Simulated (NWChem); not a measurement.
# C3H4FNSi; SMILES C#C/C=N/[SiH2]F

```xyz
10

C      0.0766    -3.5454     0.0000
C      0.1738    -2.3363     0.0000
C      0.3568    -0.9117     0.0000
N     -0.6140    -0.0922     0.0000
Si    -0.5329     1.6352     0.0000
F      1.0111     2.1613     0.0000
H     -0.0271    -4.6157     0.0000
H      1.4195    -0.5925     0.0000
H     -1.1882     2.1346    -1.2346
H     -1.1882     2.1346     1.2346
```
Atoms are numbered in this order, from 1.

Computed with NWChem. Medium grid unless said otherwise, to which SCAN and Minnesota functionals are sensitive. All runs use the structure optimised with PBE0/def2-SVP. Hybrids' shares of exact exchange are those that their runs print; pure functionals count as 0. The functionals differ in more than this share.

```csv
row,share of exact exchange,orbital gap (eV)
PBE/def2-SVP,0.00,3.31
MN15-L/def2-SVP,0.00,4.35
TPSSh/def2-SVP,0.10,4.54
B3LYP/def2-SVP,0.20,5.34
MPW1K/def2-SVP,0.43,withheld
```

Fit a straight line of the last column on the one before it, predict the withheld value, and compare with the run.


1. Means of the 4 shown rows: x = 0.075, y = 4.385. Slope Σ(x − x̄)(y − ȳ)/Σ(x − x̄)² = 0.2065/0.02750 = 7.509; intercept 3.822.
2. The shown rows scatter about the line by 0.368 (root mean square); the largest residual is +0.53, at MN15-L/def2-SVP.
3. At x = 0.43 (MPW1K/def2-SVP; beyond the shown range) the line gives 7.05.
4. The run gives 7.61, +0.56 from the line, 1.5 times the scatter.
